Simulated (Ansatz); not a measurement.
The cluster GeS3⁻. The state is a doublet with charge -1. Geometry PBE0-D4/def2-SVPD; atoms count from 1.

Cartesian coordinates in Å:
```
Ge -0.0367 0.1492 0.1113
S -1.0648 -0.6316 -1.5942
S 1.5378 -1.2980 0.1547
S -0.4363 1.7803 1.3282
```

The structure comes from a short search, and lower isomers may exist.

Question: Estimate the Mulliken populations from the PBE0/def2-TZVPD orbitals of Ansatz.

Answer: 
```json
{"atom": "Ge1", "charge (e)": "0.73", "spin (α − β)": "-0.10"}
{"atom": "S2", "charge (e)": "-0.53", "spin (α − β)": "0.55"}
{"atom": "S3", "charge (e)": "-0.53", "spin (α − β)": "0.55"}
{"atom": "S4", "charge (e)": "-0.67", "spin (α − β)": "0.00"}
```
Mulliken values and Mayer orders depend strongly on the basis. With diffuse functions, as here, like atoms can get unlike values, and bond orders can come out too low or too high.

Question: Where does the spin sit?

Answer: Summed by element: Ge -0.10, S 1.10, of 1 unpaired in all. Largest on single atoms: S3 0.55, S2 0.55, Ge1 -0.10.

Question: And the Mayer bond orders between bonded heavy atoms (over 0.3)?

Answer: Ge1–S2 1.21 (2.14 Å); Ge1–S3 1.21 (2.14 Å); Ge1–S4 1.62 (2.07 Å). Values over 0.3 also appear between atoms too far apart for a bond (S2–S3 0.46 at 3.21 Å); they arise where an orbital or an unpaired electron spreads over both atoms.
